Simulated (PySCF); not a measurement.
Species: C2H6OSSi.
Bonds: O1–S2 (double), S2–C3, C3–Si4, Si4–C5, S2–C5. Hydrogens: H6, H7 on C3; H8, H9 on Si4; H10, H11 on C5.

Computed, not measured: PBE0-D3(BJ)/def2-SVP geometry optimisation, gas phase in PySCF 2.14.0.

(1) Give the optimised bond lengths and angles.

Answers

(1) 
```
          bond  length (Å)   order
         O1=S2       1.500  double
  S2–C3, S2–C5       1.865  single
C3–Si4, Si4–C5       1.896  single
 C3–H6, C5–H10       1.103  single
 C3–H7, C5–H11       1.099  single
        Si4–H8       1.494  single
        Si4–H9       1.487  single
```

Bonds in one row agree within 0.01 Å and their mean is given. Orders are formal, as drawn. A selection of angles:
```
    angle  degrees
 O1–S2–C3    105.3
 C3–S2–C5     86.1
S2–C3–Si4     90.9
 S2–C3–H6    109.7
 S2–C3–H7    108.1
Si4–C3–H6    113.9
Si4–C3–H7    122.1
 H6–C3–H7    109.9
C3–Si4–C5     84.4
C3–Si4–H8    115.7
C3–Si4–H9    114.9
H8–Si4–H9    109.4
```

Torsions: O1–S2–C3–Si4 84° (synclinal); S2–C3–Si4–C5 21° (synperiplanar); C3–Si4–C5–S2 -21° (synperiplanar); O1–S2–C5–Si4 -84° (synclinal).

S2 (sulfinyl sulfur) is pyramidal (angles 105.3°, 105.2° and 86.1°, sum 296.6°, 0.81 Å off the plane of its three neighbours). Si4 (SiH2 silicon) has angles from 84.4° to 115.8°. The 4-membered ring S2–C3–Si4–C5 has internal angles of 84.4° to 90.9° (sum 352°, against 360° for a flat polygon); it is puckered, 0.17 Å rms from its mean plane, widest ring torsion 21°.

Point group: Cs (tolerance 0.08 Å). No frequency check. The numbers are those of one conformer.
